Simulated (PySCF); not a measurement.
Sr(F)2 cation (F₂Sr), SMILES [Sr]([F])[F] (connectivity only; charge and spin as stated), charge +1, multiplicity 2.

The structure is a stationary point at PBE0-D3(BJ)/def2-TZVP. The spin state was assumed, not searched. The isomer is the one that the SMILES or the coordinates give; other isomers of the formula were not compared. The def2 effective core potentials stand for the cores of Sr; spin–orbit coupling is left out.

Level of theory: TDA-PBE/def2-TZVPD (PySCF 2.14.0).

Vertical excitations. The molecule is in vacuum.

Computed lowest excited states:
```tsv
state	energy (eV)	λ (nm)	f	main pairs
root 1	1.69	735	0.000	β HOMO→LUMO 100 %
root 2	2.27	546	0.000	β HOMO−1→LUMO 100 %
root 3	2.67	465	0.000	β HOMO−3→LUMO 100 %
root 4	2.67	464	0.000	β HOMO−2→LUMO 96 %
root 5	5.55	223	0.174	β HOMO−4→LUMO 67 %
root 6	5.82	213	0.000	β HOMO→LUMO+1 100 %
root 7	6.09	203	0.000	α HOMO→LUMO 98 %
root 8	6.22	199	0.000	α HOMO−1→LUMO 100 %
root 9	6.42	193	0.007	β HOMO−1→LUMO+1 94 %
root 10	6.78	183	0.008	β HOMO−2→LUMO+1 97 %
```
Unrestricted roots are not spin-pure.
